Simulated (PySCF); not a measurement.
CdFI, SMILES [F][Cd][I]. The structure is a stationary point at r2SCAN-D4/def2-TZVP. The def2 effective core potentials stand for the cores of Cd, I; spin–orbit coupling is left out.

Computed equilibrium geometry at r2SCAN-D4/def2-TZVP (PySCF confirms it by a frequency run) as a Z-matrix, and its point group:
point group C∞v.
```
Cd
F 1 1.9381
I 1 2.5571 2 180.00
```
